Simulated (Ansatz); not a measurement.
Mulliken charges of C2H4BFO2 (`BC(F)OC=O`) from ωB97M-V/def2-TZVPP in Ansatz (PBE0-D4/def2-TZVP geometry).

| atom | x (Å) | y (Å) | z (Å) | charge (e) |
| --- | --- | --- | --- | --- |
| B1 | 0.273 | -1.772 | 0.251 | -0.176 |
| C2 | -0.035 | -0.254 | 0.492 | 0.270 |
| F3 | 0.305 | 0.207 | 1.739 | -0.210 |
| O4 | 0.604 | 0.574 | -0.459 | -0.245 |
| C5 | -0.052 | 1.700 | -0.801 | 0.238 |
| O6 | -1.138 | 2.015 | -0.428 | -0.286 |
| H7 | 0.259 | -2.178 | -0.869 | 0.096 |
| H8 | 0.420 | -2.500 | 1.182 | 0.102 |
| H9 | -1.127 | -0.120 | 0.392 | 0.099 |
| H10 | 0.573 | 2.277 | -1.496 | 0.112 |

Q: By hand: the dipole of these point charges (1 e Å = 4.8032 D).

A: Σ q r = (0.064, -0.333, -0.324) e Å, of length 0.469 e Å = 2.25 D.

Q: How does the dipole of the full density compare? (An estimate is asked.)

A: Computed: (0.168, -0.278, -0.307) e Å, 2.15 D; the point charges give 1.05 times that, at 15° from its direction.

Point charges leave out the atoms' own dipoles, such as those of lone pairs, and Mulliken's split depends on the basis, so the close match here is no proof of good charges.
